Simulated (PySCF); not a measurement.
Pt(Cl)2(CO)2 (C2Cl2O2Pt), SMILES [C-](#[O+])->[Pt](<-[C-]#[O+])([Cl])[Cl], multiplicity 1. Coordinates come from a PBE0-D3(BJ)/def2-SVP optimisation. The spin state was assumed, not searched. The isomer is the one that the SMILES or the coordinates give; other isomers of the formula were not compared. The def2 effective core potentials stand for the cores of Pt; spin–orbit coupling is left out.

**Question.** Give the equilibrium geometry at PBE0-D3(BJ)/def2-SVP (PySCF confirms it by a frequency run) as bond lengths and angles, and its point group. (The exact figures need the calculation; the answer reports its results.)

**Answer.** point group D2h.
Atoms: Pt1 Cl2 Cl3 O4 C5 O6 C7. Bond lengths (Å): Pt1–Cl2 2.331, Pt1–Cl3 2.331, Pt1–C5 1.937, Pt1–C7 1.937, O4–C5 1.126, O6–C7 1.126. Bond angles (°): Cl2–Pt1–Cl3 180.0, Cl2–Pt1–C5 90.0, Cl2–Pt1–C7 90.0, Cl3–Pt1–C5 90.0, Cl3–Pt1–C7 90.0, C5–Pt1–C7 180.0, Pt1–C5–O4 180.0, Pt1–C7–O6 180.0.
Charge 0, spin multiplicity 1.
